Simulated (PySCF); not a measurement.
Bonds: Si1-C2 1.896 Å, C2-C3 1.529 Å, C2-C4 1.528 Å. Si1 carries H12, H13, H14; C2 carries H5; C3 carries H6, H7, H8; C4 carries H9, H10, H11.

Relativity neglected, one computed conformer, one averaged value for each set of equivalent atoms, in vacuum. Geometry from PBE0-D3(BJ)/def2-SVP; NMR shieldings at B3LYP/pcSseg-1/GIAO; PySCF 2.14.

References, each an isolated molecule treated in the same way: TMS for ¹³C (σ = 179.24 ppm) and ¹H (σ = 31.38 ppm) and ²⁹Si (σ = 337.86 ppm).

```csv
atoms,nucleus,count,δ (ppm)
C2,¹³C,1,?
Si1,²⁹Si,1,-53.8
C3/C4,¹³C,2,21.7
H6/H7/H8/H9/H10/H11,¹H,6,?
H5,¹H,1,0.88
H12/H13/H14,¹H,3,3.69
```

Q: Estimate the values marked ?.

A: 
- C2: 13.8 ppm, carbon bonded to 2 C, Si, H
- H6/H7/H8/H9/H10/H11: 1.12 ppm, hydrogen on a carbon bonded to C

Shifts are as computed. Against solution values, carbons near 30 ppm lie about +2 ppm off and those near 130 ppm about +6 ppm. Of 1211 compounds with measured shifts, 218 miss one by over three times the rms of a fit or turn the order of signals round; such compounds aren't used in these exercises.
